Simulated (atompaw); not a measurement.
## How hard is this Se PAW (atompaw) potential?

selenium, PAW, made with atompaw 4.2.0.5 (LDA (PW92), scalar-relativistic). Core [Ar], reference 3d10 4s2 4p4. Waves: 4s (bound): rc 1.38 bohr; 4s channel at 3.9 Ry: rc 1.38 bohr; 4p (bound): rc 1.38 bohr; 4p channel at -0.05 Ry: rc 1.38 bohr; 3d (bound): rc 0.90 bohr; 3d channel at -0.95 Ry: rc 0.90 bohr; 4f channel at -0.05 Ry: rc 1.38 bohr; 4f channel at 2.7 Ry: rc 1.38 bohr. Local part: bessel scheme, radius 0.94 bohr. Core correction: smooth core density matched at 1.08 bohr. Augmentation charge: sinc compensation charge, radius 1.16 bohr; PAW radius 1.38 bohr; waves and projectors: custom polynom gramschmidtortho.

The pseudo-atom Hamiltonian at the reference potential is diagonalised in spherical Bessel functions j_l(qr) that vanish at 20 bohr, with q² up to the cutoff. All-electron valence levels (Ry): 4s -1.2850, 4p -0.4892, 3d -3.9239.

Q: How do the lowest levels (Ry) of each channel move with the cutoff, and are there ghosts?

A:

```
cutoff (Ry)      s #1     s #2     p #1     p #2    p #3     d #1    d #2    f #1  Σ f·Δε (mRy)
          8   -1.4356  -0.0451  -0.5351   0.0294  0.1154   0.0660  0.1356  0.1162       40383.6
         25   -9.5419  -1.2774  -2.0252  -0.4305  0.0326   0.0106  0.0790  0.1162       39594.4
         50  -16.4781  -1.2848  -8.6375  -0.4889  0.0310  -2.1348  0.0685  0.1162       17891.9
        100  -16.5416  -1.2850  -8.8786  -0.4891  0.0310  -3.8927  0.0677  0.1162         311.8
        180  -16.5432  -1.2850  -8.8814  -0.4891  0.0310  -3.9211  0.0677  0.1162          27.0
        400  -16.5433  -1.2850  -8.8816  -0.4891  0.0310  -3.9238  0.0677  0.1162           0.0
```

Result: ghost states, extra bound levels that the all-electron valence spectrum of the same l lacks: s at -225.1 eV, p at -120.8 eV (a true bound ghost makes a file unfit for plane-wave use); 10 mRy is reached at 200 Ry and 1 mRy at over 300 Ry.
